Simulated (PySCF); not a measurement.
## Magnetisability: `CC([SeH])(C=O)C=O`, C4H6O2Se

Molfile (atoms numbered from 1):
```
C4H6O2Se
     RDKit          3D

 13 12  0  0  0  0  0  0  0  0999 V2000
   -1.0328    0.6047   -0.7110 C   0  0  0  0  0  0  0  0  0  0  0  0
    0.1362   -0.0835   -0.0446 C   0  0  0  0  0  0  0  0  0  0  0  0
    1.6477    1.2312    0.3705 Se  0  0  0  0  0  2  0  0  0  0  0  0
    0.8058   -1.1252   -0.8881 C   0  0  0  0  0  0  0  0  0  0  0  0
    0.5066   -1.3883   -2.0151 O   0  0  0  0  0  0  0  0  0  0  0  0
   -0.1219   -0.5560    1.3604 C   0  0  0  0  0  0  0  0  0  0  0  0
   -1.0422   -0.1953    2.0367 O   0  0  0  0  0  0  0  0  0  0  0  0
   -1.5071    1.2977   -0.0187 H   0  0  0  0  0  0  0  0  0  0  0  0
   -0.7068    1.1331   -1.6041 H   0  0  0  0  0  0  0  0  0  0  0  0
   -1.7629   -0.1468   -1.0078 H   0  0  0  0  0  0  0  0  0  0  0  0
    0.7774    2.1141    1.1235 H   0  0  0  0  0  0  0  0  0  0  0  0
    1.6370   -1.6442   -0.3636 H   0  0  0  0  0  0  0  0  0  0  0  0
    0.6586   -1.2411    1.7441 H   0  0  0  0  0  0  0  0  0  0  0  0
  1  2  1  0
  2  3  1  0
  2  4  1  0
  4  5  2  0
  2  6  1  0
  6  7  2  0
  1  8  1  0
  1  9  1  0
  1 10  1  0
  3 11  1  0
  4 12  1  0
  6 13  1  0
M  END
```

Computed with GIAO PBE/pcSseg-1 magnetisability, rotational g tensor and spin-rotation constants, non-relativistic, gas phase (PySCF 2.14.0). Geometry: GFN2-xTB.

The calculation is non-relativistic, which matters for the atoms heavier than Zn.

(1) What are the magnetisability and the molar susceptibility?

(2) Split it along the inertial axes a, b, c into diamagnetic and paramagnetic parts about the centre of mass, with the quadrupole moment.

(3) And the rotational g tensor?

## Answers

(1) Isotropic -1117 × 10⁻³⁰ J/T², or -67.2 × 10⁻⁶ cm³/mol; principal values -1403, -1017, -930 × 10⁻³⁰ J/T², anisotropy 436 × 10⁻³⁰ J/T² (root of half the summed squared differences of the principal values). The susceptibility is in cgs units.

(2) 
```tsv
axis	χ (10⁻⁶ cm³/mol)	diamagnetic (10⁻⁶ cm³/mol)	paramagnetic (10⁻⁶ cm³/mol)	summed x² of all electrons (Å²)	quadrupole Θ (D Å)
a	-79.7	-696.6	617.0	144.7	+2.46
b	-60.9	-818.9	758.0	115.9	-11.68
c	-61.1	-1105.9	1044.8	48.3	+9.22
```
Anisotropies 2χaa − χbb − χcc = -37.3 and 2χbb − χaa − χcc = +18.9 × 10⁻⁶ cm³/mol. Θ is traceless in Buckingham's convention.

(3) 
```csv
axis,rotational constant (GHz),g,nuclear part,electronic part
a,1.9569,-0.0215,0.5458,-0.5672
b,1.5225,-0.0241,0.5180,-0.5421
c,1.0652,-0.0230,0.4999,-0.5228
```
Asymmetric top; isotopes 12C, 1H, 16O, 80Se; no vibrational averaging.
